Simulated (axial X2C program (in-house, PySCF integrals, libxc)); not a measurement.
## Worked dissociation energy of CdH: CCSD(T), spin-free

All values were computed with an in-house all-electron X2C program for linear molecules (integrals from PySCF). Spin-free means the one-electron spin-free X2C Hamiltonian. Basis: Cd dyall-cv3z [12s12p8d5f3g], H dyall-v3z [6s2p1d] (cores contracted in-house); Gaussian nuclei, density fitting, unrestricted open shells. Masses: Cd 113.903 u, H 1.008 u.

Molecular state: M_S = 1/2, Λ = 0 (beyond evenly filled blocks: σα).

Correlated methods: 13 electrons correlated (number of frozen shells: Cd 4 s, 3 p, 1 d; H none), 207 virtual spin orbitals or spinors in MP2, 90 natural virtuals in coupled cluster.

* E(Cd) (2M_S = 0, M_L = 0): -5591.845176 hartree
* E(H) (2M_S = 1, M_L = 0): -0.500004 hartree
* E(CdH) at Re: -5592.371871 hartree
* ωe: 1452.4 cm⁻¹
* ωexe: 49 cm⁻¹

Work out De and D0.

De = -5591.845176 + (-0.500004) − (-5592.371871) = 0.02669 hartree = 0.726 eV. The zero-point energy is ωe/2 − ωexe/4 = 714 cm⁻¹ = 0.089 eV, so D0 = 0.638 eV.

The state is a single determinant with fixed occupations, the lowest that a limited PBE0 search found. De is counted from the lowest determinant-based energies of the atoms at the same level, without counterpoise correction. CCSD and (T) use frozen natural virtuals with an MP2 correction for the truncation; (T) itself is uncorrected, so its De runs slightly low.

Each atomic determinant is the lowest at this level and need not be a pure term. Totals compare only within one Hamiltonian and basis.
